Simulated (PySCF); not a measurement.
**Li (lithium, neutral) across methods**

[He] 3d1, 2D determinant (an excited configuration). Calculation: PySCF 2.14, in aug-cc-pVTZ with one added diffuse shell each of s, p, d, f type (6s5p4d3f, 62 functions); no relativity, point nucleus.

| method | E (hartree) | mean ε 1s α (eV) | mean ε 1s β (eV) | mean ε 3d α (eV) | Σ⟨r²⟩ (bohr²) | ⟨S²⟩ |
| --- | --- | --- | --- | --- | --- | --- |
| B97-3 | -7.3571 | -61.257 | -61.257 | -1.052 | 74.56 | 0.750 |
| LDA | -7.2043 | -55.933 | -55.932 | -0.702 | 76.36 | 0.750 |
| BLYP | -7.3454 | -56.914 | -56.915 | -0.727 | 73.11 | 0.750 |
| PBE | -7.3235 | -56.666 | -56.665 | -0.831 | 74.24 | 0.750 |
| M06-L | -7.3711 | -58.475 | -58.472 | -0.914 | 79.07 | 0.750 |
| PBE0 | -7.3262 | -60.788 | -60.788 | -1.005 | 74.95 | 0.750 |
| B3LYP | -7.3523 | -60.303 | -60.303 | -0.963 | 73.75 | 0.750 |
| UHF | -7.28596 | -72.355 | -72.355 | -1.349 | 76.24 | 0.750 |

Task: Estimate the same row for r2SCAN.

Result: E (hartree) = -7.3418; mean ε 1s α (eV) = -58.260; mean ε 1s β (eV) = -58.261; mean ε 3d α (eV) = -0.705; Σ⟨r²⟩ (bohr²) = 75.80; ⟨S²⟩ = 0.750.

The outer electron is Rydberg-like, and this basis confines it to a smaller radius and binds it less than a complete one would.
